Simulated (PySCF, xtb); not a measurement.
CH3BrF2Ge, SMILES [F][Ge]([Br])([CH3])[F].

Harmonic wavenumbers (cm⁻¹) from xtb 6.7.1 with GFN2-xTB at its own minimum, in rising order: 38, 98, 122, 133, 160, 180, 284, 449, 465, 554, 791, 795, 1284, 1407, 1409, 3024, 3034, 3036.

Task: What does PySCF 2.14.0 with PBE-D3(BJ)/def2-SVP give at its own minimum? (Estimate from the structure and the level; the computed values follow.)

Result: 66, 126, 147, 173, 202, 234, 315, 600, 698, 711, 784, 788, 1203, 1370, 1374, 2999, 3119, 3122. Paired by order, the mean absolute difference is 64 cm⁻¹ and the zero-point energies are 24.7 and 25.8 kcal/mol.
